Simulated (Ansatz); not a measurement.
Species: sum formula GeCl$_{2}$F (charge 0, doublet). It need not be the lowest isomer of its formula. 
Geometry from a B3LYP-D3(BJ)/def2-TZVP (Ansatz, an electronic-structure program) optimisation:
```
Ge
F 1 1.7444
Cl 1 2.1701 2 106.22
Cl 1 2.1701 2 106.22 3 117.89
```
Charge 0, spin multiplicity 2.

Dipole moments at this geometry, in debye (magnitudes).

```
level                 program  dipole (D)
--------------------  -------  ----------
SVWN5/def2-TZVPD       Ansatz        1.46
PBE/def2-TZVPD         Ansatz        1.46
BLYP/def2-TZVPD        Ansatz        1.50
r2SCAN/def2-TZVPD      Ansatz        1.54
B3LYP/def2-TZVPD       Ansatz        1.64
PBE0/def2-TZVPD        Ansatz        1.63
BHLYP/def2-TZVPD       Ansatz        1.80
r2SCAN0/def2-TZVPD     Ansatz        1.67
HSE06/def2-TZVPD       Ansatz        1.62
CAM-B3LYP/def2-TZVPD   Ansatz        1.70
LC-wPBE/def2-TZVPD     Ansatz        1.70
wB97M-V/def2-TZVPD     Ansatz        1.69
wB97X-V/def2-TZVPD     Ansatz        1.66
CCSD(T)/def2-SVPD      Ansatz        1.71
```
